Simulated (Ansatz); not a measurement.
One change: `C=CC=C` becomes `C=CC(=C)[SiH3]`.

Ansatz, PBE0-D4/def2-TZVP geometries, multiplicity 1. Each molecule was computed in one conformer, which needn't be the lowest.

```
                                          property  `C=CC=C`
             LUMO energy (ωB97M-V/def2-TZVPP) / eV      1.22
size of the dipole moment (ωB97M-V/def2-TZVPP) / D      0.00
    size of the dipole moment (PBE/def2-TZVPP) / D      0.00
           HOMO–LUMO gap (ωB97M-V/def2-TZVPP) / eV     10.14
                 LUMO energy (PBE/def2-TZVPP) / eV     -1.81
  size of the dipole moment (B3LYP/def2-TZVPP) / D      0.00
```

(1) What does the change do to each property? (Estimate.)

Answers

(1) Computed: 
| property | `C=CC(=C)[SiH3]` | shift |
| --- | --- | --- |
| LUMO energy (ωB97M-V/def2-TZVPP) / eV | 0.94 | -0.28 |
| size of the dipole moment (ωB97M-V/def2-TZVPP) / D | 0.73 | 0.73 |
| size of the dipole moment (PBE/def2-TZVPP) / D | 0.72 | 0.72 |
| HOMO–LUMO gap (ωB97M-V/def2-TZVPP) / eV | 10.08 | -0.06 |
| LUMO energy (PBE/def2-TZVPP) / eV | -2.08 | -0.27 |
| size of the dipole moment (B3LYP/def2-TZVPP) / D | 0.70 | 0.70 |

The zero-point energy changes by 39.9 kJ/mol with +9 modes.

B3LYP here is the variant with VWN-RPA as its local correlation; programs differ in this.
